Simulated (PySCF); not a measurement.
## Spectroscopy problems

PySCF calculation with NMR shieldings at PBE0/pcSseg-1/GIAO and geometry: GFN2-xTB; one computed conformer, rapidly exchanging positions averaged, isolated molecule, relativity neglected.

Scale: 1H (31.72 ppm) and 13C (186.93 ppm) vs TMS (reference shieldings calculated alike). Splittings of carbon signals by F and P are missing where no couplings were computed. Where no couplings were computed, multiplicities follow the n + 1 count of equivalent neighbours, and m marks all less simple cases (inequivalent or close neighbours, rings, F or P nearby). Shifts are as computed. Against solution values, carbons near 30 ppm lie about +3 ppm off and those near 130 ppm about +5 ppm. Of 1309 compounds with measured shifts, 239 miss one by over three times the rms of a fit or turn the order of signals round; such compounds aren't used in these exercises.

Question: C$_{5}$H$_{8}$O$_{2}$Si. 1H NMR (300 MHz, computed): δ 5.01 (s, 3H), 4.07 (s, 2H), 2.32 (s, 3H). 13C{1H} NMR (computed): δ 192.7, 107.6, 83.8, 74.8, 5.6. Give a structure.

Answer: SMILES CC#CC(=O)CO[SiH3]. The formula gives 3 degrees of unsaturation (no ring in the answer). 5 carbon signals for 5 carbons: no two carbons are equivalent. Carbon types of the structure: 3 × C, 1 × CH2, 1 × CH3, leaving 3 H on heteroatoms. δC 192.7: carbonyl carbon of an ynone. δC 107.6, 83.8: alkyne carbon. δC 74.8: sp3 CH2 bonded to O, α to a carbonyl; pulled downfield by the heteroatom. δC 5.6: propargylic methyl carbon; saturated and bonded to C and H only.

This is the structure that produced the data.

Question: C$_{7}$H$_{10}$F$_{2}$O$_{2}$. 1H NMR (400 MHz, computed): δ 6.14 (m, 1H), 4.23 (m, 1H), 2.84 (m, 1H), 2.53 (m, 1H), 2.34 (m, 1H), 2.06 (m, 1H), 1.65 (m, 1H), 1.46 (s, 3H). 13C{1H} NMR (computed): δ 127.1 (CH), 84.6 (CH), 63.3 (C), 60.7 (CH), 42.7 (CH2), 41.0 (CH2), 20.4 (CH3). What is it?

Answer: SMILES C[C@@]12C[C@H](OC(F)F)C[C@@H]1O2. The formula gives 2 degrees of unsaturation (2 rings in the answer). 7 carbon signals for 7 carbons: no two carbons are equivalent. Carbon types of the structure: 1 × C, 3 × CH, 2 × CH2, 1 × CH3, which accounts for all hydrogens. δC 127.1: sp3 CH bonded to 2 F and O; 3 electronegative neighbours deshield it. δC 84.6: sp3 CH bonded to O; deshielded by the electronegative neighbour. δC 63.3, 60.7: epoxide ring carbon; pulled downfield by the heteroatom. δH 4.23: hydrogen on an sp3 CH bonded to O; its carbon carries O, an electronegative neighbour.

The shifts were computed for this structure.
